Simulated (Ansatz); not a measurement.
Input (X2C-CCSDT(Q)/aug-cc-pwCVTZ-DK; Ansatz, an electronic-structure program): The .json basis holds the Basis Set Exchange's core-valence set for the 3d metal and cc-pVXZ-DK of the same size for its partners.

Ansatz 0.2 input:
```yaml
crystal:
  periodic: [false, false, false]
  atoms:
    - {symbol: Ni, position_ang: [0.00000000, 0.00000000, 0.00000000]}
basis:
  gaussian:
    orbitals: aug-cc-pwCVTZ-DK.json
magnetization: {spin_polarized: false}
correlation: {method: ccsdt_q, frozen_orbitals: {Ni: 5}}
scf: {lower_state_search: full}
```

Output:

```
Functional definition: HF
integrals: 0.34 GiB planned
1204 factors; integrals over basis functions are off by at most 2.8e-8 eV
mean field: 0.44 GiB planned
mean field evaluation 1: about -41317.7396 eV, gradient 1.3e2 eV
mean field evaluation 2: about -41317.7396 eV, gradient 1.3e2 eV
mean field evaluation 4: about -41316.9311 eV, gradient 1.2e2 eV
mean field evaluation 8: about -41330.6614 eV, gradient 1.1e0 eV
mean field evaluation 16: about -40478.9764 eV, gradient 4.4e2 eV
mean field evaluation 32: about -41333.3581 eV, gradient 9.0e-3 eV
mean field evaluation 64: about -41333.2893 eV, gradient 1.2e1 eV
mean field evaluation 96: about -41324.0183 eV, gradient 5.2e0 eV
mean field evaluation 128: about -41333.3581 eV, gradient 6.7e-2 eV
mean field evaluation 160: about -41333.3509 eV, gradient 1.4e-1 eV
mean field evaluation 192: about -41333.3046 eV, gradient 6.6e0 eV
mean field evaluation 224: about -41333.3570 eV, gradient 6.7e-2 eV
mean field evaluation 256: about -41333.3303 eV, gradient 4.1e-2 eV
mean field evaluation 288: about -41316.2584 eV, gradient 8.1e0 eV
mean field evaluation 320: about -41324.9353 eV, gradient 3.3e-2 eV
mean field evaluation 352: about -41324.7298 eV, gradient 5.4e-2 eV
mean field evaluation 384: about -41324.6633 eV, gradient 4.8e0 eV
mean field evaluation 416: about -41324.4011 eV, gradient 5.0e0 eV
mean field evaluation 448: about -41324.1849 eV, gradient 2.6e-1 eV
mean field -41333.35809545 eV, -1518.9728932514 hartree, gradient 1.9e-6 eV, S^2 0.000000; 13 other end points of the search recorded, 0 dependent functions left out; unrestricted orbitals would lower it
mean field evaluation 480: about -41334.9810 eV, gradient 5.1e0 eV
determinant -41333.35809545 eV, -1518.9728932514 hartree, with singles and doubles -41355.18291296 eV, -1519.7749405016 hartree
determinant -41333.33029514 eV, -1518.9718716088 hartree, with singles and doubles -41355.20480329 eV, -1519.7757449561 hartree
determinant -41330.66854781 eV, -1518.8740541988 hartree, with singles and doubles -41355.50904996 eV, -1519.7869258152 hartree
determinant -41333.35809545 eV, -1518.9728932514 hartree, with singles and doubles -41355.08079997 eV, -1519.7711879184 hartree
determinant -41333.33029514 eV, -1518.9718716088 hartree, with singles and doubles -41355.08409623 eV, -1519.7713090536 hartree
determinant -41330.66854781 eV, -1518.8740541988 hartree, with singles and doubles -41355.33705120 eV, -1519.7806049775 hartree
unrestricted determinant -41335.75300906 eV, -1519.0609047032 hartree, S^2 1.0020
5 core orbitals not correlated
reference -41330.66854781 eV, -1518.8740541988 hartree; 9, 9 occupied and 113, 113 virtual orbitals, 1204 factors
second order -29.92847549 eV of doubles, -0.00000000 eV of singles
coupled cluster: 8.02 GiB planned
cycle   1  -21.26248386 eV  change     8.7e0 eV  update   4.1e-1
cycle   2  -24.39678509 eV  change    -3.1e0 eV  update   7.6e-1
cycle   3  -25.24466272 eV  change   -8.5e-1 eV  update   1.2e-1
cycle   4  -25.64155697 eV  change   -4.0e-1 eV  update   3.8e-2
cycle   5  -25.82327786 eV  change   -1.8e-1 eV  update   3.1e-2
cycle   6  -25.83129928 eV  change   -8.0e-3 eV  update   2.9e-2
cycle   7  -25.81369328 eV  change    1.8e-2 eV  update   1.2e-2
cycle   8  -25.79490223 eV  change    1.9e-2 eV  update   9.4e-3
cycle   9  -25.79201621 eV  change    2.9e-3 eV  update   6.2e-3
cycle  10  -25.79769023 eV  change   -5.7e-3 eV  update   2.9e-3
cycle  11  -25.79105891 eV  change    6.6e-3 eV  update   3.4e-3
cycle  12  -25.80232078 eV  change   -1.1e-2 eV  update   1.8e-3
cycle  13  -25.79967198 eV  change    2.6e-3 eV  update   2.5e-3
cycle  14  -25.79790067 eV  change    1.8e-3 eV  update   1.1e-3
cycle  15  -25.79969536 eV  change   -1.8e-3 eV  update   8.4e-4
cycle  16  -25.80068643 eV  change   -9.9e-4 eV  update   4.9e-4
cycle  17  -25.80111210 eV  change   -4.3e-4 eV  update   2.4e-4
cycle  18  -25.80086865 eV  change    2.4e-4 eV  update   2.4e-4
cycle  19  -25.80060274 eV  change    2.7e-4 eV  update   1.2e-4
cycle  20  -25.80061930 eV  change   -1.7e-5 eV  update   1.0e-4
cycle  21  -25.80073516 eV  change   -1.2e-4 eV  update   4.9e-5
cycle  22  -25.80086981 eV  change   -1.3e-4 eV  update   3.3e-5
cycle  23  -25.80082140 eV  change    4.8e-5 eV  update   3.0e-5
cycle  24  -25.80079663 eV  change    2.5e-5 eV  update   1.2e-5
cycle  25  -25.80079394 eV  change    2.7e-6 eV  update   4.3e-6
cycle  26  -25.80079058 eV  change    3.4e-6 eV  update   5.5e-6
cycle  27  -25.80079463 eV  change   -4.0e-6 eV  update   2.7e-6
cycle  28  -25.80079711 eV  change   -2.5e-6 eV  update   1.7e-6
cycle  29  -25.80079733 eV  change   -2.3e-7 eV  update   1.5e-6
perturbative correction -0.01893055 eV, -0.0006956848 hartree
Total energy: -41356.48827569 eV, -1519.8229116971 hartree
Relativity: scalar
```

This singlet is an excited state, 1.8 eV above the triplet at CCSD(T)/aug-cc-pwCVQZ-DK (Ansatz).
